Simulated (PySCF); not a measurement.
Working with the constants of LiTe

UHF-CCSD(T) constants of LiTe, ²Π (doublet), unpaired electrons π ↑ (PySCF, scalar-relativistic core potentials, basis sets Li def2-SVPD, Te def2-SVPD with ECP28; masses 7.0160 and 129.9062 u):

```
ωe              : 434.0 cm⁻¹
ωexe            : 2.65 cm⁻¹
Be              : 0.39391 cm⁻¹
αe              : 0.00388 cm⁻¹
D (centrifugal) : 1.3e-06 cm⁻¹
De to Li + Te   : 2.35 eV
```

(1) Give the vibrational terms G(v) and spacings up to v = 6.

(2) How well does the Morse estimate ωe²/(4ωexe) reproduce De, and what is D0?

Correlated steps freeze 4 core orbitals. Correlated levels converge slowly with the basis: in double zeta they bind strong bonds too weakly, by up to about 1 eV, and carry superposition errors of some tenths. Spin–orbit coupling is left out, which matters for elements this heavy, above all for dissociation energies. The state is the lowest determinant that a PBE0 search found; another state may lie lower at other levels.

Answers

(1) G(v) = ωe(v+½) − ωexe(v+½)².

```
v  G(v) (cm⁻¹)  G(v) − G(v−1)  Bv (cm⁻¹)
0          216                    0.3920
1          645            429     0.3881
2         1068            423     0.3842
3         1487            418     0.3803
4         1899            413     0.3765
5         2307            408     0.3726
6         2709            402     0.3687
```

(2) It gives 2.20 eV, 94 % of the computed De. D0 = De − G(0) = 2.35 − 0.03 = 2.32 eV.
